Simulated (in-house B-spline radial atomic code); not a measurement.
Computed with a B-spline radial atomic code. Model: two electrons, singlet ground state, non-relativistic, full CI in B-splines with partial waves to l = 8 (at full coupling up to 3e-4 hartree above the limit, correlation up to 0.6 % small), density held at that of full coupling by Lieb maximisation.

Along the adiabatic connection the electron repulsion is scaled by a coupling λ while a local potential keeps the density fixed. At λ = 0 the system is the Kohn-Sham one and W equals the exchange energy; the exchange-correlation energy is the area under W between 0 and 1. The kinetic energy rises with λ as the electrons avoid each other, with dT/dλ = −λ dW/dλ.

Command:
```bash
python run_ac.py task.json out
```
Settings (lengths in bohr, energies in hartree):
```
potential              yukawa
strength               2.19
lmax                   8
second                 0.181
```

Time taken, with all properties: 44 s on 1 thread of Intel(R) Xeon(R) Processor @ 2.30GHz, with other jobs on the host.

**W = mean repulsion less Hartree energy, and W of three functionals.**

Given: confinement screened point charge; nuclear charge 2.19; screening of the nucleus 0.181 1/bohr; external potential -Z exp(-k r)/r.

Computed: PBE exchange minus exact 13.102 millihartree; SCAN exchange minus exact -5.5022 millihartree.

```json
{"coupling": "0", "W xc (hartree)": "-1.1322", "W xc minus exchange (millihartree)": "0", "kinetic minus Kohn-Sham (millihartree)": "0", "LDA (PW92) W minus its exchange (millihartree)": "0", "PBE W minus its exchange (millihartree)": "0", "SCAN W minus its exchange (millihartree)": "0"}
{"coupling": "0.02", "W xc (hartree)": "-1.1341", "W xc minus exchange (millihartree)": "-1.919", "kinetic minus Kohn-Sham (millihartree)": "0.02", "LDA (PW92) W minus its exchange (millihartree)": "-12.09", "PBE W minus its exchange (millihartree)": "-1.77", "SCAN W minus its exchange (millihartree)": "-1.82"}
{"coupling": "0.05", "W xc (hartree)": "-1.1369", "W xc minus exchange (millihartree)": "-4.768", "kinetic minus Kohn-Sham (millihartree)": "0.12", "LDA (PW92) W minus its exchange (millihartree)": "-24.79", "PBE W minus its exchange (millihartree)": "-4.46", "SCAN W minus its exchange (millihartree)": "-4.49"}
{"coupling": "0.12", "W xc (hartree)": "-1.1434", "W xc minus exchange (millihartree)": "-11.283", "kinetic minus Kohn-Sham (millihartree)": "0.67", "LDA (PW92) W minus its exchange (millihartree)": "-47.55", "PBE W minus its exchange (millihartree)": "-10.75", "SCAN W minus its exchange (millihartree)": "-10.51"}
{"coupling": "0.25", "W xc (hartree)": "-1.1551", "W xc minus exchange (millihartree)": "-22.91", "kinetic minus Kohn-Sham (millihartree)": "2.82", "LDA (PW92) W minus its exchange (millihartree)": "-79.47", "PBE W minus its exchange (millihartree)": "-22.28", "SCAN W minus its exchange (millihartree)": "-21.08"}
{"coupling": "0.4", "W xc (hartree)": "-1.1678", "W xc minus exchange (millihartree)": "-35.612", "kinetic minus Kohn-Sham (millihartree)": "6.93", "LDA (PW92) W minus its exchange (millihartree)": "-108.37", "PBE W minus its exchange (millihartree)": "-35.14", "SCAN W minus its exchange (millihartree)": "-32.48"}
{"coupling": "0.6", "W xc (hartree)": "-1.1836", "W xc minus exchange (millihartree)": "-51.458", "kinetic minus Kohn-Sham (millihartree)": "14.84", "LDA (PW92) W minus its exchange (millihartree)": "-139.73", "PBE W minus its exchange (millihartree)": "-51.38", "SCAN W minus its exchange (millihartree)": "-46.58"}
{"coupling": "0.8", "W xc (hartree)": "-1.1983", "W xc minus exchange (millihartree)": "-66.174", "kinetic minus Kohn-Sham (millihartree)": "25.12", "LDA (PW92) W minus its exchange (millihartree)": "-165.94", "PBE W minus its exchange (millihartree)": "-66.59", "SCAN W minus its exchange (millihartree)": "-59.61"}
{"coupling": "1", "W xc (hartree)": "-1.212", "W xc minus exchange (millihartree)": "-79.873", "kinetic minus Kohn-Sham (millihartree)": "37.43", "LDA (PW92) W minus its exchange (millihartree)": "-188.62", "PBE W minus its exchange (millihartree)": "-80.84", "SCAN W minus its exchange (millihartree)": "-71.72"}
{"coupling": "1.4", "W xc (hartree)": "-1.2368", "W xc minus exchange (millihartree)": "-104.59", "kinetic minus Kohn-Sham (millihartree)": "66.99", "LDA (PW92) W minus its exchange (millihartree)": "-226.68", "PBE W minus its exchange (millihartree)": "-106.75", "SCAN W minus its exchange (millihartree)": "-93.64"}
{"coupling": "2", "W xc (hartree)": "?", "W xc minus exchange (millihartree)": "?", "kinetic minus Kohn-Sham (millihartree)": "?", "LDA (PW92) W minus its exchange (millihartree)": "?", "PBE W minus its exchange (millihartree)": "?", "SCAN W minus its exchange (millihartree)": "?"}
{"coupling": "3", "W xc (hartree)": "?", "W xc minus exchange (millihartree)": "?", "kinetic minus Kohn-Sham (millihartree)": "?", "LDA (PW92) W minus its exchange (millihartree)": "?", "PBE W minus its exchange (millihartree)": "?", "SCAN W minus its exchange (millihartree)": "?"}
{"coupling": "4.5", "W xc (hartree)": "-1.3546", "W xc minus exchange (millihartree)": "-222.49", "kinetic minus Kohn-Sham (millihartree)": "389.29", "LDA (PW92) W minus its exchange (millihartree)": "-387.39", "PBE W minus its exchange (millihartree)": "-235.98", "SCAN W minus its exchange (millihartree)": "-202.71"}
{"coupling": "7", "W xc (hartree)": "-1.4033", "W xc minus exchange (millihartree)": "-271.18", "kinetic minus Kohn-Sham (millihartree)": "664.3", "LDA (PW92) W minus its exchange (millihartree)": "-453.31", "PBE W minus its exchange (millihartree)": "-294.87", "SCAN W minus its exchange (millihartree)": "-251.53"}
{"coupling": "10", "W xc (hartree)": "-1.4398", "W xc minus exchange (millihartree)": "-307.62", "kinetic minus Kohn-Sham (millihartree)": "969.9", "LDA (PW92) W minus its exchange (millihartree)": "-505.35", "PBE W minus its exchange (millihartree)": "-342.74", "SCAN W minus its exchange (millihartree)": "-289.57"}
```

Task: What belongs in the row 2?

Result: W xc (hartree): -1.2683; W xc minus exchange (millihartree): -136.12; kinetic minus Kohn-Sham (millihartree): 120.28; LDA (PW92) W minus its exchange (millihartree): -271.75; PBE W minus its exchange (millihartree): -140.2; SCAN W minus its exchange (millihartree): -121.88.

Task: What belongs in the row 3?

Result: W xc (hartree): -1.3097; W xc minus exchange (millihartree): -177.59; kinetic minus Kohn-Sham (millihartree): 222.96; LDA (PW92) W minus its exchange (millihartree): -327.88; PBE W minus its exchange (millihartree): -185.2; SCAN W minus its exchange (millihartree): -159.9.

Task: What is the LDA exchange minus exact?

Result: 156.25 millihartree.

**Energy parts, natural occupations and partial-wave weights.**

Computed: total energy -2.8445 hartree; correlation energy -0.042438 hartree; kinetic part of the DFT correlation energy 0.037434 hartree; initial slope twice GL2 -0.096328 hartree; kinetic part over minus potential part 0.46867; Hartree energy 2.2643 hartree; Lieb Oxford ratio E_xc over LDA exchange 1.2036.

```json
{"natural": "s", "occupation of the shell (electrons)": "1.9866"}
{"natural": "p", "occupation of the shell (electrons)": "?"}
{"natural": "s", "occupation of the shell (electrons)": "0.0062642"}
{"natural": "d", "occupation of the shell (electrons)": "0.0002801"}
{"natural": "p", "occupation of the shell (electrons)": "0.00021408"}
{"natural": "s", "occupation of the shell (electrons)": "0.00010866"}
```

Task: What belongs in the row p?

Result: occupation of the shell (electrons): 0.0064332.

| wave | weight |
| --- | --- |
| s | 0.99648 |
| p | 0.0033339 |
| d | ? |
| f | 2.1595e-05 |
| g | 4.9617e-06 |

Task: What belongs in the row d?

Result: weight: 0.00015684.

Task: What is the exchange energy?

Result: -1.1322 hartree.

Task: What is the Kohn-Sham kinetic?

Result: 3.4906 hartree.

Half-way to full coupling W has made 55 % of its drop, against 50 % for a straight line, and second-order (GL2) theory, half the initial slope, overshoots the correlation energy by about 14 %: a moderate bend, as in light atoms. Over couplings 0 to 1 the errors in E_xc come to about +82 millihartree for LDA, +13 millihartree for PBE, -1.5 millihartree for SCAN, so SCAN is nearest. In LDA and SCAN the errors of exchange and correlation have opposite signs, so the sum is smaller than the larger of the two.
